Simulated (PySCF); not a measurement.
PySCF input for ZnF, SMILES [F][Zn+], charge +1, TDA-PBE/def2-TZVPD. Coordinates come from a B3LYP-D3(BJ)/def2-TZVPD optimisation. The spin state was assumed, not searched.

```python
import numpy as np
from pyscf import gto, scf, dft, tdscf

mol = gto.M(
    atom='''
    Zn    0.00000000    0.00000000   -0.39776797
    F     0.00000000    0.00000000    1.32589323
    ''',
    basis='def2-TZVPD',
    charge=1,
    spin=0,
    symmetry=True,
    symmetry_subgroup='C2v',
    max_memory=1600,
    verbose=4,
)
mf = dft.RKS(mol, xc='pbe').density_fit(auxbasis='def2-universal-jkfit')
mf.grids.level = 3
mf.conv_tol = 1e-9
mf.max_cycle = 100
mf.kernel()
mf.grids = dft.Grids(mol).set(level=1).build(with_non0tab=True)  # coarser grid for the response kernel
td = tdscf.TDA(mf)
td.singlet = True
td.nstates = 10
td.conv_tol = 1e-4
td.positive_eig_threshold = 1e-6
td.kernel(x0=td.get_init_guess(mf, 15))
td.analyze()
tt = tdscf.TDA(mf)
tt.singlet = False
tt.nstates = 4
tt.conv_tol = 1e-4
tt.positive_eig_threshold = 1e-6
tt.kernel(x0=tt.get_init_guess(mf, 9))
tt.analyze(verbose=3)
```

Log of the run:

```
PySCF version 2.14.0

[INPUT] verbose = 4
[INPUT] num. atoms = 2
[INPUT] num. electrons = 38
[INPUT] charge = 1
[INPUT] spin (= nelec alpha-beta = 2S) = 0
[INPUT] symmetry True subgroup C2v
[INPUT] Mole.unit = angstrom
[INPUT] Symbol           X                Y                Z      unit          X                Y                Z       unit  Magmom
[INPUT]  1 Zn     0.000000000000   0.000000000000  -0.397767970000 AA    0.000000000000   0.000000000000  -0.751672524424 Bohr   0.0
[INPUT]  2 F      0.000000000000   0.000000000000   1.325893230000 AA    0.000000000000   0.000000000000   2.505575075115 Bohr   0.0

nuclear repulsion = 82.8920712193325
point group symmetry = Coov, use subgroup C2v
symmetry origin: [ 0.00000000e+00  0.00000000e+00 -1.45363562e-09]
symmetry axis x: [1. 0. 0.]
symmetry axis y: [0. 1. 0.]
symmetry axis z: [0. 0. 1.]
num. orbitals of irrep A1 = 40
num. orbitals of irrep A2 = 9
num. orbitals of irrep B1 = 21
num. orbitals of irrep B2 = 21
number of shells = 31
number of NR pGTOs = 153
number of NR cGTOs = 91
basis = def2-TZVPD
ecp = {}


[settings echo left out]
init E= -1878.55856623702
HOMO (A1) = -0.275056574004132  LUMO (A1) = -0.161446698280585  gap/eV = 3.09148
cycle= 1 E= -1878.27655179721  delta_E= 0.282  |g|= 1.57  |ddm|= 1.67
HOMO (B2) = -0.402150419270413  LUMO (A1) = -0.392287147218568  gap/eV = 0.26839
cycle= 2 E= -1870.30663767792  delta_E= 7.97  |g|= 5.97  |ddm|= 4.67
HOMO (B2) = -0.774560567981893  LUMO (A1) = -0.492900078589962  gap/eV = 7.66437
cycle= 3 E= -1878.28566564452  delta_E= -7.98  |g|=  1.6  |ddm|= 4.57
HOMO (B1) = -0.545972554630966  LUMO (A1) = -0.473672635755648  gap/eV = 1.96738
cycle= 4 E= -1878.50922398227  delta_E= -0.224  |g|= 0.646  |ddm|= 1.19
HOMO (B2) = -0.548563082649347  LUMO (A1) = -0.483139289256862  gap/eV = 1.78027
cycle= 5 E= -1878.55940165077  delta_E= -0.0502  |g|= 0.224  |ddm|= 0.228
HOMO (B2) = -0.564763095398611  LUMO (A1) = -0.47715868735574  gap/eV = 2.38384
cycle= 6 E= -1878.56965974916  delta_E= -0.0103  |g|= 0.0378  |ddm|= 0.228
HOMO (B1) = -0.566024502053182  LUMO (A1) = -0.477220488360437  gap/eV = 2.41648
cycle= 7 E= -1878.56980471264  delta_E= -0.000145  |g|= 0.00298  |ddm|= 0.0169
HOMO (B2) = -0.56554801576895  LUMO (A1) = -0.477139530072691  gap/eV = 2.40572
cycle= 8 E= -1878.56980583759  delta_E= -1.12e-06  |g|= 0.000418  |ddm|= 0.00157
HOMO (B1) = -0.565532166358208  LUMO (A1) = -0.477150701515164  gap/eV = 2.40498
cycle= 9 E= -1878.56980586666  delta_E= -2.91e-08  |g|= 4.24e-05  |ddm|= 0.000371
HOMO (B2) = -0.56553256962056  LUMO (A1) = -0.477148651329934  gap/eV = 2.40505
cycle= 10 E= -1878.56980586663  delta_E= 2.61e-11  |g|= 3.33e-05  |ddm|= 3.39e-05
HOMO (B1) = -0.565529915735828  LUMO (A1) = -0.477149504201954  gap/eV = 2.40495
cycle= 11 E= -1878.56980586683  delta_E= -2.02e-10  |g|= 3.14e-06  |ddm|= 3.72e-05
HOMO (B2) = -0.565531407982919  LUMO (A1) = -0.477149633813347  gap/eV = 2.40499
Extra cycle  E= -1878.56980586682  delta_E= 1.73e-11  |g|= 1.24e-05  |ddm|= 1.35e-05
converged SCF energy = -1878.56980586682
tot grids = 12744
Overwritten attributes  positive_eig_threshold  of <class 'pyscf.tdscf.rks.TDA'>


******** <class 'pyscf.tdscf.rks.TDA'> for <class 'pyscf.df.df_jk.DFSymAdaptedRKS'> ********
nstates = 10 singlet
deg_eia_thresh = 1.000e-03
wfnsym = None
conv_tol = 0.0001
eigh lindep = 1e-12
eigh level_shift = 0
eigh max_cycle = 100


Excitation energies (eV)
[2.60101936 2.60101936 5.40513221 7.7219802  7.77505392 7.77510597
 8.24621756 8.24621909 8.31674736 8.31674736]

** Singlet excitation energies and oscillator strengths **
Excited State   1:   B2      2.60102 eV    476.68 nm  f=0.0048
      19 -> 20       -0.70674
Excited State   2:   B1      2.60102 eV    476.68 nm  f=0.0048
      18 -> 20       -0.70674
Excited State   3:   A1      5.40513 eV    229.38 nm  f=0.1113
      12 -> 20        0.11691
      17 -> 20       -0.63791
      18 -> 21        0.18794
      19 -> 22        0.18794
Excited State   4:   A2      7.72198 eV    160.56 nm  f=0.0000
      18 -> 22       -0.50000
      19 -> 21        0.50000
Excited State   5:   A2      7.77505 eV    159.46 nm  f=0.0000
      18 -> 22       -0.49976
      19 -> 21       -0.49976
Excited State   6:   A1      7.77511 eV    159.46 nm  f=0.0000
      18 -> 21        0.49976
      19 -> 22       -0.49976
Excited State   7:   A1      8.24622 eV    150.35 nm  f=0.0000
      16 -> 20       -0.70671
Excited State   8:   A2      8.24622 eV    150.35 nm  f=0.0000
      15 -> 20       -0.70671
Excited State   9:   B2      8.31675 eV    149.08 nm  f=0.0019
      14 -> 20       -0.70490
Excited State  10:   B1      8.31675 eV    149.08 nm  f=0.0019
      13 -> 20        0.70490

** Transition electric dipole moments (AU) **
state          X           Y           Z        Dip. S.      Osc.
  1         0.0000     -0.2731      0.0000      0.0746      0.0048
  2        -0.2731     -0.0000     -0.0000      0.0746      0.0048
  3        -0.0000      0.0000      0.9170      0.8409      0.1113
  4        -0.0000     -0.0000      0.0000      0.0000      0.0000
  5         0.0000      0.0000     -0.0000      0.0000      0.0000
  6         0.0000      0.0000      0.0000      0.0000      0.0000
  7         0.0000     -0.0000      0.0000      0.0000      0.0000
  8        -0.0000     -0.0000     -0.0000      0.0000      0.0000
  9        -0.0000      0.0968      0.0000      0.0094      0.0019
 10        -0.0968      0.0000     -0.0000      0.0094      0.0019

** Transition velocity dipole moments (imaginary part, AU) **
state          X           Y           Z        Dip. S.      Osc.
  1         0.0000     -0.0001     -0.0000      0.0000      0.0000
  2        -0.0001     -0.0000     -0.0000      0.0000      0.0000
  3         0.0000      0.0000     -0.0179      0.0003      0.0011
  4         0.0000     -0.0000     -0.0000      0.0000      0.0000
  5        -0.0000      0.0000      0.0000      0.0000      0.0000
  6        -0.0000      0.0000      0.0000      0.0000      0.0000
  7         0.0000     -0.0000     -0.0000      0.0000      0.0000
  8        -0.0000     -0.0000     -0.0000      0.0000      0.0000
  9        -0.0000      0.0263     -0.0000      0.0007      0.0015
 10        -0.0263     -0.0000     -0.0000      0.0007      0.0015

** Transition magnetic dipole moments (imaginary part, AU) **
state          X           Y           Z
  1         0.1743      0.0000      0.0000
  2         0.0000     -0.1743      0.0000
  3         0.0000      0.0000      0.0000
  4         0.0000      0.0000      0.0000
  5        -0.0000     -0.0000     -0.0000
  6         0.0000     -0.0000     -0.0000
  7        -0.0000      0.0000     -0.0000
  8         0.0000      0.0000     -0.0000
  9         0.1850     -0.0000      0.0000
 10         0.0000      0.1850     -0.0000


******** <class 'pyscf.tdscf.rks.TDA'> for <class 'pyscf.df.df_jk.DFSymAdaptedRKS'> ********
nstates = 4 triplet
deg_eia_thresh = 1.000e-03
wfnsym = None
conv_tol = 0.0001
eigh lindep = 1e-12
eigh level_shift = 0
eigh max_cycle = 100


Excitation energies (eV)
[2.16186319 2.16186319 3.29210889 7.44199837]

** Triplet excitation energies and oscillator strengths **
Excited State   1:   B2      2.16186 eV    573.51 nm  f=0.0000
Excited State   2:   B1      2.16186 eV    573.51 nm  f=0.0000
Excited State   3:   A1      3.29211 eV    376.61 nm  f=0.0000
Excited State   4:   A1      7.44200 eV    166.60 nm  f=0.0000
```

The calculation finished and met its thresholds.

Cost: roughly 10 core-seconds.
